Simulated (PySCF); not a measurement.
SiOBr, SMILES O=[Si]Br, multiplicity 2.

Coordinates come from a TPSSh-D3(BJ)/def2-TZVP optimisation.

All values below come from TDA-PBE0/def2-SVPD (PySCF).

Vertical excitations. 

```tsv
state	energy (eV)	λ (nm)	f	main pairs
root 1	2.62	473	0.004	β HOMO→LUMO 94 %
root 2	2.82	440	0.001	β HOMO−1→LUMO 89 %
root 3	3.49	355	0.007	α HOMO→LUMO 79 %, β HOMO−3→LUMO 14 %
root 4	3.77	329	0.014	β HOMO−2→LUMO 93 %
root 5	3.88	319	0.017	α HOMO→LUMO 18 %, β HOMO−3→LUMO 75 %
root 6	4.26	291	0.016	α HOMO−2→LUMO 22 %, β HOMO−4→LUMO 71 %
root 7	4.84	256	0.013	α HOMO−2→LUMO 28 %, α HOMO−3→LUMO 7 %, β HOMO−1→LUMO+1 35 %, β HOMO−4→LUMO 17 %, β HOMO−3→LUMO+1 8 %
root 8	4.89	254	0.000	α HOMO−1→LUMO 77 %, β HOMO→LUMO+1 13 %
root 9	5.36	231	0.002	α HOMO−1→LUMO 16 %, β HOMO→LUMO+1 78 %
root 10	5.75	216	0.006	α HOMO−3→LUMO 45 %, α HOMO−2→LUMO 21 %, α HOMO→LUMO+1 16 %, β HOMO−3→LUMO+1 14 %
```
Unrestricted roots are not spin-pure.
